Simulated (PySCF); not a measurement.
A GIAO shielding run with PySCF 2.14 (density fitting, non-relativistic, gas phase) on SMILES ClC([Si@H]([SiH2]C#N)C1CC1)Cl, C₅H₉Cl₂NSi₂:

```
$ OMP_NUM_THREADS=1 python probes_run.py task.json out

{"job": {"kind": "nmr", "xc": "PBE0", "basis": "pcSseg-1"}, "charge": 0, "multiplicity": 1}
N      4.410787    -1.350067     0.081397
C      3.592880    -0.562467    -0.073268
Si     2.210054     0.668842    -0.320694
Si     0.207922    -0.513891    -0.223948
C      0.342996    -1.750729     1.256215
Cl     0.745387    -0.834373     2.727656
Cl    -1.191217    -2.610694     1.484357
C     -1.263585     0.596272     0.155444
C     -2.570809     0.410996    -0.569246
C     -1.719383     1.594837    -0.873742
H      2.491874     1.259916    -1.634576
H      2.438229     1.683980     0.711668
H     -0.097216    -1.374314    -1.380528
H      1.116713    -2.507999     1.145829
H     -1.351916     0.922706     1.185948
H     -2.640316    -0.371716    -1.309066
H     -3.483440     0.560476    -0.012399
H     -1.203473     1.620374    -1.822416
H     -2.045290     2.567103    -0.536093
```

Hardware: 1 thread of an AMD EPYC 9R45 96-Core, shared host. The job also computes population analyses, field gradients, ring-centre shieldings.

Question: How large is the calculation?

Answer: 108 electrons, 243 basis functions and 1349 auxiliary functions.

Question: How long does it take, and how much memory does it need?

Answer: 35 s of wall time, with 14 SCF cycles and 5 response iterations; peak memory 1.1 GiB. Times on a shared host scatter by some tens of per cent.
